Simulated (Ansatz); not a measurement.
Ansatz results at the PBE0-D4/def2-TZVP geometry: LUMO energy (PBE/def2-TZVPP) 0.26 eV; vertical ionisation energy (CCSD(T)/CBS(def2)) 10.62 eV; size of the dipole moment (B3LYP/def2-TZVPP) 0.83 D.

(1) Which molecule gave them?
A. `FB1O[SiH2]1`
B. `C=C=C`
C. `C1=CC1`
D. `C#CC`

Results:

(1) D. The others give `C1=CC1`: -0.97, 10.06, 0.48; `C=C=C`: -0.70, 10.35, 0.00; `FB1O[SiH2]1`: -1.97, 10.10, 1.98.

B3LYP here is the variant with VWN-RPA as its local correlation; programs differ in this.
